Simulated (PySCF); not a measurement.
H₂BO₂, doublet, geometry from GFN2-xTB; M06L/6-311G** in PySCF.

PySCF was given this input:
```python
from pyscf import gto, scf, dft

mol = gto.M(
    atom='''
O     1.133773    0.124352   -0.367819
B    -0.033603   -0.521886   -0.205730
O    -1.127958   -0.034047    0.403417
H     1.228246    1.025262   -0.026177
H    -1.106748    0.861732    0.770041
''',
    basis='6-311g**',
    charge=0,
    spin=1,
    verbose=4,
)

mf = dft.UKS(mol)
mf.xc = 'm06l'
mf.grids.atom_grid = (99, 590)
mf.kernel()
mf.analyze()
```

The log (banner, timings and long lists left out):

```
PySCF version 2.14.0

[INPUT] verbose = 4
[INPUT] num. atoms = 5
[INPUT] num. electrons = 23
[INPUT] charge = 0
[INPUT] spin (= nelec alpha-beta = 2S) = 1
[INPUT] symmetry False subgroup None
[INPUT] Mole.unit = angstrom
[INPUT] Symbol           X                Y                Z      unit          X                Y                Z       unit  Magmom
[...]
nuclear repulsion = 60.4700081197436
number of shells = 32
number of NR pGTOs = 109
number of NR cGTOs = 66
basis = 6-311g**
ecp = {}

******** <class 'pyscf.dft.uks.UKS'> ********
method = UKS
initial guess = minao
damping factor = 0
level_shift factor = 0
DIIS = <class 'pyscf.scf.diis.CDIIS'>
diis_start_cycle = 1
diis_space = 8
diis_damp = 0
SCF conv_tol = 1e-09
SCF conv_tol_grad = None
SCF max_cycles = 50
direct_scf = True
direct_scf_tol = 1e-13
number electrons alpha = 12  beta = 11
XC library pyscf.dft.libxc version 7.1.2
    S. Lehtola, C. Steigemann, M. J. T. Oliveira, and M. A. L. Marques,  SoftwareX 7, 1–5 (2018)
XC functionals = m06l
    Y. Zhao and D. G. Truhlar,  J. Chem. Phys. 125, 194101 (2006)
    Y. Zhao and D. G. Truhlar,  J. Chem. Phys. 125, 194101 (2006)
    Y. Zhao and D. G. Truhlar,  Theor. Chem. Acc. 120, 215 (2008)
radial grids:
    Treutler-Ahlrichs [JCP 102, 346 (1995); DOI:10.1063/1.469408] (M4) radial grids

becke partition: Becke, JCP 88, 2547 (1988); DOI:10.1063/1.454033
pruning grids: <function nwchem_prune>
grids dens level: 3
symmetrized grids: False
atomic radii adjust function: <function treutler_atomic_radii_adjust>
User specified grid scheme (99, 590)
small_rho_cutoff = 0
Set gradient conv threshold to 3.16228e-05
tot grids = 159696
init E= -176.823262207042

cycle= 1 E= -176.383793806737  delta_E= 0.439  |g|= 0.668  |ddm|= 1.32
cycle= 2 E= -176.129367149858  delta_E= 0.254  |g|= 1.06  |ddm|= 0.873
cycle= 3 E= -176.539242191812  delta_E= -0.41  |g|= 0.0645  |ddm|= 0.537
cycle= 4 E= -176.540822702435  delta_E= -0.00158  |g|= 0.0294  |ddm|= 0.0793
cycle= 5 E= -176.541340551628  delta_E= -0.000518  |g|= 0.00362  |ddm|= 0.0294
cycle= 6 E= -176.541346306431  delta_E= -5.75e-06  |g|= 0.00197  |ddm|= 0.00568
cycle= 7 E= -176.54134848347  delta_E= -2.18e-06  |g|= 0.000884  |ddm|= 0.0024
cycle= 8 E= -176.541348892616  delta_E= -4.09e-07  |g|= 0.000189  |ddm|= 0.000652
cycle= 9 E= -176.541348918251  delta_E= -2.56e-08  |g|= 4.98e-05  |ddm|= 0.000214
cycle= 10 E= -176.541348919617  delta_E= -1.37e-09  |g|= 3.89e-05  |ddm|= 6.44e-05
[...]
converged SCF energy = -176.541348920112  <S^2> = 0.75361437  2S+1 = 2.0036111
Total Energy =                        -176.541348920111915
[...]
spin_pop of  0 O 3dx2-y2    0.00005
spin_pop of  1 B 1s        0.00004
spin_pop of  1 B 2s        0.37098
spin_pop of  1 B 3s        0.00330
spin_pop of  1 B 4s        0.00001
spin_pop of  1 B 2px       0.00917
spin_pop of  1 B 2py       0.41520
spin_pop of  1 B 2pz       0.09190
spin_pop of  1 B 3px      -0.00010
spin_pop of  1 B 3py       0.00059
spin_pop of  1 B 3pz       0.00077
spin_pop of  1 B 4px      -0.00017
spin_pop of  1 B 4py      -0.00009
spin_pop of  1 B 4pz      -0.00008
spin_pop of  1 B 3dxy     -0.00030
spin_pop of  1 B 3dyz     -0.00033
spin_pop of  1 B 3dz^2    -0.00011
spin_pop of  1 B 3dxz      0.00034
spin_pop of  1 B 3dx2-y2    0.00083
spin_pop of  2 O 1s        0.00000
spin_pop of  2 O 2s        0.01881
spin_pop of  2 O 3s        0.00065
spin_pop of  2 O 4s        0.00001
spin_pop of  2 O 2px      -0.00359
spin_pop of  2 O 2py      -0.00427
spin_pop of  2 O 2pz      -0.01479
spin_pop of  2 O 3px       0.00054
spin_pop of  2 O 3py       0.00024
spin_pop of  2 O 3pz       0.00005
spin_pop of  2 O 4px      -0.00001
spin_pop of  2 O 4py       0.00001
spin_pop of  2 O 4pz      -0.00002
spin_pop of  2 O 3dxy     -0.00001
spin_pop of  2 O 3dyz     -0.00001
spin_pop of  2 O 3dz^2     0.00001
spin_pop of  2 O 3dxz      0.00002
spin_pop of  2 O 3dx2-y2    0.00004
spin_pop of  3 H 1s        0.05417
spin_pop of  3 H 2s        0.00185
spin_pop of  3 H 3s        0.00033
spin_pop of  3 H 2px      -0.00000
spin_pop of  3 H 2py      -0.00001
spin_pop of  3 H 2pz      -0.00002
spin_pop of  4 H 1s        0.05417
spin_pop of  4 H 2s        0.00185
spin_pop of  4 H 3s        0.00033
spin_pop of  4 H 2px       0.00000
spin_pop of  4 H 2py      -0.00000
spin_pop of  4 H 2pz      -0.00003
 ** Mulliken Spin Density (per atom)  **
spin density of  0 O =     -0.00229
spin density of  1 B =      0.89194
spin density of  2 O =     -0.00229
spin density of  3 H =      0.05632
spin density of  4 H =      0.05632
 ** Mulliken pop alpha/beta on meta-lowdin orthogonal AOs **
 ** Mulliken pop       alpha | beta **
In total            12.00000 | 11.00000
 ** Mulliken atomic charges   ( Nelec_alpha | Nelec_beta ) **
charge of  0O =     -0.49076  (     4.24423      4.24653 )
charge of  1B =      0.33258  (     2.77968      1.88774 )
charge of  2O =     -0.49074  (     4.24422      4.24652 )
charge of  3H =      0.32446  (     0.36593      0.30961 )
charge of  4H =      0.32446  (     0.36593      0.30961 )
Dipole moment(X, Y, Z, Debye):  0.19218,  2.98572,  1.17703
```
